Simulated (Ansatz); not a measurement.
Born–Oppenheimer molecular dynamics of CH$_{8}$AlClN$_{2}$ (13 atoms, charge 0, multiplicity 1). It starts from a rough guess of a transition structure, not a stationary point.

Theory: Ansatz, UHF/6-31G.

- ensemble: NVE (velocity Verlet)
- time step: 0.5 fs
- steps asked: 150
- starting velocities drawn for: 100 K
- seed: 108756

First frame:

```xyz
13
Properties=species:S:1:pos:R:3
Al -0.054 -0.610 -0.025
C 0.333 1.646 0.111
N -1.148 -0.931 1.332
N -0.124 -1.082 -1.731
H 1.256 0.633 0.355
Cl 2.433 -0.622 0.734
H -0.636 1.442 -0.362
H 0.879 2.326 -0.532
H 0.152 2.116 1.071
H -2.046 -1.390 1.291
H -0.854 -0.884 2.298
H -0.891 -1.513 -2.225
H 0.700 -1.130 -2.315
```

Question: How far do the bonds stretch over the last three quarters of this one trajectory? (Pairs bonded in most of those frames.)

Answer: 
```json
{"bond": "Al1–N3", "mean (Å)": "1.783", "spread (Å)": "0.042", "shortest": "1.71", "longest": "1.84"}
{"bond": "Al1–N4", "mean (Å)": "1.774", "spread (Å)": "0.038", "shortest": "1.71", "longest": "1.86"}
{"bond": "Al1–Cl6", "mean (Å)": "2.178", "spread (Å)": "0.126", "shortest": "2.02", "longest": "2.45"}
{"bond": "C2–H5", "mean (Å)": "1.146", "spread (Å)": "0.147", "shortest": "0.91", "longest": "1.35"}
{"bond": "C2–H7", "mean (Å)": "1.092", "spread (Å)": "0.067", "shortest": "0.99", "longest": "1.19"}
{"bond": "C2–H8", "mean (Å)": "1.082", "spread (Å)": "0.035", "shortest": "1.01", "longest": "1.15"}
{"bond": "C2–H9", "mean (Å)": "1.082", "spread (Å)": "0.032", "shortest": "1.03", "longest": "1.14"}
{"bond": "N3–H10", "mean (Å)": "0.999", "spread (Å)": "0.013", "shortest": "0.98", "longest": "1.02"}
{"bond": "N3–H11", "mean (Å)": "0.998", "spread (Å)": "0.020", "shortest": "0.97", "longest": "1.03"}
{"bond": "N4–H12", "mean (Å)": "0.997", "spread (Å)": "0.017", "shortest": "0.97", "longest": "1.02"}
{"bond": "N4–H13", "mean (Å)": "0.996", "spread (Å)": "0.012", "shortest": "0.98", "longest": "1.02"}
```

Mean temperature of the second half: 1387 K. The conserved energy stayed within 1.7 meV per atom of its start (net change -0.39 meV per atom), so the integration is sound. The kinetic energy rose, since the run started high on the potential surface and went downhill. It ends in pieces (AlClH4N2 + CH4), so much of that is their flight and rotation, not heat. A run of 0.075 ps of so small a system gives no equilibrium averages. The orbitals were unrestricted but ended closed-shell. Limits of this set-up: no polarisation functions.

The run took 6.7 min on 1 thread of Arm Neoverse V1, on a shared host, peak memory 0.19 GiB.
